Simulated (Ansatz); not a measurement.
Ansatz (a program for electronic structure) input for C₃H₇NSi, SMILES N(CC#C)[SiH3], CAM-B3LYP/def2-SVPD. Geometry: r2SCAN-D4/def2-SVP. The values are those of a single conformer.

Ansatz 0.2 input:
```yaml
crystal:
  periodic: [false, false, false]
  atoms:
    - {symbol: C, position_ang: [2.17546514, 1.60198800, 0.34932944]}
    - {symbol: C, position_ang: [1.57595294, 0.55260641, 0.47850730]}
    - {symbol: C, position_ang: [0.82892360, -0.70741330, 0.58544277]}
    - {symbol: N, position_ang: [-0.18461587, -0.90957757, -0.44059313]}
    - {symbol: Si, position_ang: [-1.74046352, -0.12491641, -0.38232050]}
    - {symbol: H, position_ang: [2.70387502, 2.53119223, 0.24208441]}
    - {symbol: H, position_ang: [0.34076843, -0.75036298, 1.57652440]}
    - {symbol: H, position_ang: [1.54598702, -1.54937471, 0.57624784]}
    - {symbol: H, position_ang: [0.22689609, -1.02804041, -1.36410571]}
    - {symbol: H, position_ang: [-2.32853402, -0.40886210, 0.96102783]}
    - {symbol: H, position_ang: [-2.57078941, -0.72597168, -1.46618184]}
    - {symbol: H, position_ang: [-1.74145280, 1.36420579, -0.56863492]}
basis:
  gaussian:
    orbitals: def2-SVPD
hamiltonian:
  xc: {name: CAM-B3LYP}
```

Log of the run:

```
WARN ansatz: RAYON_NUM_THREADS=1 ignored (pool sized by the plan → 1); use --threads N
Functional definition: CAM-B3LYP
integrals: 0.10 GiB planned
1367 factors; their error is unknown
integrals: 0.13 GiB planned
584 factors; integrals over basis functions are off by at most 1.6e-5 eV
mean field: 0.98 GiB planned
mean field evaluation 1: about -12577.9192 eV, gradient 4.6e1 eV
mean field evaluation 2: about -12577.8870 eV, gradient 4.7e1 eV
mean field evaluation 4: about -12582.6939 eV, gradient 2.0e0 eV
mean field evaluation 8: about -12582.7048 eV, gradient 2.1e-2 eV
mean field evaluation 16: about -12582.7269 eV, gradient 4.9e-5 eV
mean field -12582.72694375 eV, -462.4066863043 hartree, gradient 4.9e-5 eV, S^2 0.000000; 0 other end points of the search recorded, 0 dependent functions left out
reference -12582.72708859 eV, -462.4066916268 hartree; 23, 23 occupied and 137, 137 virtual orbitals, 1367 factors
Total energy: -12582.72708859 eV, -462.4066916268 hartree
```

The calculation finished and met its thresholds.

Cost: about 5 core-seconds (a rough figure).
